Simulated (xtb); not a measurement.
xtb input:

```bash
xtb mol.xyz --gfnff --opt tight --chrg 0 --uhf 0
```
mol.xyz:
```
17

C     -2.33644108     0.67506211    -0.79480960
C     -1.88190936    -0.54481556     0.00149665
N     -0.81103535    -0.26875599     0.95008741
Si     0.84526570    -0.64407837     0.75708650
O      1.80457364     0.47487526     0.01528008
C      1.68504097     0.84773098    -1.34408078
H     -1.51466797     1.08189728    -1.38652790
H     -3.15371761     0.41615073    -1.47232555
H     -2.69086847     1.46408598    -0.12736840
H     -1.52827880    -1.31945085    -0.68323849
H     -2.74017967    -0.97372764     0.52980322
H     -1.08409766     0.36233977     1.68908732
H      0.87244329    -1.88282981    -0.05994348
H      1.45750067    -0.77984741     2.09127097
H      2.60273967     1.35388256    -1.64492254
H      0.84497855     1.53332169    -1.49101570
H      1.54094325    -0.02430046    -1.99252045
```

Task: Predict the final energy.

Result: -2.27873 Eh (GFN-FF).
